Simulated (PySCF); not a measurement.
Ionisation energy of Br by level of theory

Br [Ar] 3d10 4s2 4p5 (2P) → Br+ [Ar] 3d10 4s2 4p4 (3P), as a difference of total energies. Calculation: PySCF 2.14, in aug-cc-pVDZ-DK; the spin-free X2C one-electron Hamiltonian (Gaussian nucleus). Correlated levels: valence: [Ar] 3d10 frozen. The calculations carry no spin-orbit coupling.

```tsv
method	ionisation energy (eV)
UHF	10.783
MP2 (valence)	11.437
SCS-MP2 (valence)	11.414
CCSD (valence)	11.415
CCSD(T) (valence)	11.432
CCSDT (valence)	11.433
```

Question: How much does correlation contribute at CCSD(T) (valence)?

Answer: 11.432 − (10.783) = 0.649 eV, measured against UHF.

Errors of the correlated levels include the incompleteness of this basis and the frozen core.

For comparison: 11.844 eV (measured; NIST levels, between the centres of gravity of the two terms).
